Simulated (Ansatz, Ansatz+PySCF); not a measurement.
```yaml
atoms:
  - { symbol: C, position_ang: [0.8296, -0.0649, 0.4170] }
  - { symbol: O, position_ang: [1.2825, 0.1989, -0.6592] }
  - { symbol: O, position_ang: [-0.4638, -0.1788, 0.7041] }
  - { symbol: C, position_ang: [-1.3601, 0.0358, -0.3759] }
  - { symbol: H, position_ang: [1.4255, -0.2534, 1.3346] }
  - { symbol: H, position_ang: [-2.3696, -0.0948, 0.0300] }
  - { symbol: H, position_ang: [-1.2433, 1.0500, -0.7858] }
  - { symbol: H, position_ang: [-1.1788, -0.6876, -1.1847] }
```

Basis set: def2-SVP (spherical functions). Left uncorrelated: 4 orbitals. Charge 0, multiplicity 3.

Computed with Ansatz (development build ahead of 0.2.0); each method stands on the lowest determinant of its kind that the runs found.

Give the atomization energy at this shape (free ground-state atoms in the same class of orbitals less the molecule, no zero-point energy) of triplet C₂H₄O₂ by UHF-MP2, UHF.

```json
{"method": "UHF-MP2", "atomization energy": "2610.9 kJ/mol"}
{"method": "UHF", "atomization energy": "1893.6 kJ/mol"}
```

Caution: another spin multiplicity may lie lower.
